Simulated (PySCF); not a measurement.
C₅H₅NO₂Si.
Numbering: `[CH:1]#[C:2][c:3]1[n:4][cH:5][c:6]([O:7][SiH3:8])[o:9]1`

Geometry (GFN2-xTB, Å), atoms numbered from 1 in this order:
```
atom  x, y, z in Å
C1     3.5855   -1.1529    0.6913
C2     2.6127   -0.4556    0.5907
C3     1.4641    0.3416    0.4691
N4     1.4091    1.6392    0.4735
C5     0.0944    1.9559    0.3301
C6    -0.6207    0.7944    0.2402
O7    -1.9068    0.5666    0.0955
Si8   -2.6255   -0.9174    0.0065
O9     0.2381   -0.2439    0.3278
H10    4.4459   -1.7457    0.7847
H11   -0.2449    2.9686    0.3001
H12   -3.9915   -0.4460   -0.1392
H13   -2.1013   -1.6434   -1.1483
H14   -2.3598   -1.6618    1.2356
```

Definitions: NICS(0) = −σiso at the ring centroid; NICS(1) = −σiso and NICS(1)zz = −σzz at ±1 Å along the ring normal z. Level: GIAO PBE0/pcSseg-1 (PySCF, non-relativistic, gas phase) on the GFN2-xTB geometry, one conformer.

Ring bond lengths (Å), with Mayer bond orders in brackets: C3–N4 1.299 (1.62), N4–C5 1.360 (1.29), C5–C6 1.367 (1.54), C6–O9 1.350 (1.07), O9–C3 1.366 (1.01).

**Question.** What do the NICS probes read (ppm)?

**Answer.** 
```json
{"ring": "C3–N4–C5–C6–O9", "type": "5-membered ring with N and O; formal bonds all aromatic", "NICS(0)": "-10.9", "NICS(1), two faces": "-9.1 / -9.1", "NICS(1)zz, two faces": "-22.2 / -22.2", "rms pucker (Å)": "0.00", "centre to ring atoms, mean (Å)": "1.15"}
```

**Question.** What can be read from them?

**Answer.** 
- C3–N4–C5–C6–O9: mean NICS(1)zz -22.2 ppm, shielded. For a flat ring without four-coordinate atoms the NICS criterion counts such a value as aromatic.

**Question.** What does the geometric index give? Use HOMA with the parameters of Krygowski (1993).

**Answer.** 
- C3–N4–C5–C6–O9: HOMA 0.39; the largest term is that of O9–C3, α(R − Ropt)² = 1.61.

**Question.** What field does 1 T along the ring normal induce along that normal at the second NICS(1) probe listed for ring C3–N4–C5–C6–O9, 1 Å off the ring?

**Answer.** NICSzz × B0 = -22.2 ppm × 1 T = -22 μT, against the applied field.

**Question.** Give the inner angles of the rings and the Hirshfeld charges of the ring atoms.

**Answer.** 
- C3–N4–C5–C6–O9: C3 113.0° (+0.113 e), N4 105.9° (-0.179 e), C5 108.4° (-0.058 e), C6 108.4° (+0.141 e), O9 104.4° (-0.061 e); sum 540.0° against 540° for a flat convex ring.

**Question.** What are the shieldings of the ring atoms and their hydrogens in the same run (means over atoms taken as equivalent)?

**Answer.** 
```tsv
atoms	environment	σ isotropic (ppm)
C3	substituted aromatic carbon	46.8
N4	pyridine-type nitrogen	-60.8
C5	aromatic CH next to a ring nitrogen	75.5
C6	aromatic carbon bearing oxygen	24.1
O9	furan-type oxygen	12.2
H11	aromatic hydrogen	25.15
```
